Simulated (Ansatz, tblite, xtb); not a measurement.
## How methods differ on SiHBrF2 (SMILES F[SiH](F)Br)

SiHBrF2: 5 atoms, total charge 0, spin state singlet. SMILES: `F[SiH](F)Br`. The coordinates come from a PBE0-D4/def2-TZVP relaxation.

Each level gives the dipole moment (D). The values are calculated.

```tsv
level	kind	program	value (D)	CPU time
GFN2-xTB	semi-empirical	tblite	3.72	under 2 s
GFN0-xTB	semi-empirical	xtb	1.20	under 2 s
GFN1-xTB	semi-empirical	xtb	1.34	under 2 s
IPEA1-xTB	semi-empirical	tblite	1.30	under 2 s
HF/STO-3G	Hartree–Fock	Ansatz	1.75	0.57 s
HF/3-21G	Hartree–Fock	Ansatz	1.91	0.78 s
HF/def2-SVP	Hartree–Fock	Ansatz	1.45	1.9 s
HF/cc-pVTZ	Hartree–Fock	Ansatz	1.32	9.4 s
HF/pcseg-2	Hartree–Fock	Ansatz	1.40	9.4 s
HF/def2-TZVP	Hartree–Fock	Ansatz	1.34	8.4 s
```

All-electron rows without a relativistic Hamiltonian named are non-relativistic. The values span 1.20 to 3.72 D. Sets without polarisation functions give poor dipoles. Without the sets that lack polarisation functions the rows with a basis span only 1.32 to 1.45 D. CPU times are rough (shared hosts, several kinds of processor): they show what a rung costs within a factor of a few.
